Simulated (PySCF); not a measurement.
## Electronic absorption of C6H12ClFO

Compound: C₆H₁₂ClFO.
SMILES: `CC[C@@H](COC)[C@H](F)Cl`

Computed with TDDFT CAM-B3LYP/def2-SVPD, vertical, gas phase, core orbitals frozen in the response in PySCF. One conformer (not necessarily the lowest) at the PBE0-D3(BJ)/def2-SVP geometry, without solvent, vibrations or thermal averaging. Torsions of this conformer, `[CH3:1][CH2:2][C@@H:3]([CH2:4][O:5][CH3:6])[C@H:7]([F:8])[Cl:9]`: C1–C2–C3–C4 69°, C2–C3–C4–O5 -178°, C3–C4–O5–C6 -177°, C2–C3–C7–F8 59°.

| state | E (eV) | λ (nm) | f | \|μ\| (D) | main configurations (H = HOMO, L = LUMO) |
| --- | --- | --- | --- | --- | --- |
| S1 | 7.35 | 168.7 | 0.023 | 0.90 | H→L (61%), H→L+1 (28%) |
| S2 | 7.45 | 166.4 | 0.0033 | 0.34 | H-1→L+1 (26%), H-1→L (23%), H-1→L+2 (20%) |
| S3 | 7.86 | 157.8 | 0.0042 | 0.37 | H-2→L+1 (26%), H-2→L (22%), H-2→L+2 (20%) |
| S4 | 8.11 | 152.9 | 0.016 | 0.73 | H→L+1 (30%), H→L+3 (27%), H→L (19%) |
| S5 | 8.29 | 149.6 | 0.018 | 0.75 | H→L+4 (30%), H→L+2 (23%), H→L+3 (15%) |
| S6 | 8.47 | 146.3 | 0.018 | 0.75 | H→L+2 (48%), H→L+1 (12%), H→L+6 (9%) |
| S7 | 8.54 | 145.1 | 0.026 | 0.90 | H-1→L (22%), H-1→L+3 (21%), H-1→L+4 (13%) |
| S8 | 8.57 | 144.7 | 0.0036 | 0.33 | H→L+5 (61%), H→L+3 (10%) |
| S9 | 8.71 | 142.4 | 0.0023 | 0.27 | H→L+4 (29%), H→L+3 (19%) |
| S10 | 8.95 | 138.6 | 0.0072 | 0.46 | H-1→L+3 (29%), H-3→L (20%), H-1→L (18%) |

Triplets (Tamm–Dancoff): T1 6.78 eV, H-1→L+1 (25%), H-1→L (18%), H-1→L+2 (18%); T2 7.12 eV, H-2→L+1 (25%), H-2→L+2 (18%), H-2→L (17%); T3 7.16 eV, H→L (48%), H→L+1 (31%); T4 7.89 eV, H→L+3 (23%), H→L (22%), H→L+1 (11%).

The lowest singlet comes at 169 nm (709 kJ/mol) in the vacuum ultraviolet; it is weak; its leading configuration is HOMO→LUMO (61%). The most intense listed level is S7 at 8.54 eV (145 nm, f = 0.026), 1.20 eV above S1. Löwdin shares by element: HOMO oxygen 56%, carbon 20% or more, hydrogen 5% or more (atoms not listed hold the other 19%); LUMO carbon 30% or more, chlorine 19% (atoms not listed hold the other 52%). The listed states span 1.60 eV, and the widest gap between neighbours is 0.41 eV (S2 to S3). Orbital energies (eV): HOMO-3 -10.80, HOMO-2 -10.45, HOMO-1 -9.94, HOMO -9.27, LUMO 1.15, LUMO+1 1.46, LUMO+2 1.60. Weighted by f, the mean energy of these states is 8.19 eV. No computed singlet lies in the visible range (380 to 750 nm); the lowest, at 169 nm, stands 4.09 eV above its violet end (3.26 eV). The vertical ionisation energy (ΔSCF) is 10.09 eV, 1.15 eV above S10. Only the lowest 10 singlets were computed, as vertical energies without vibronic structure.
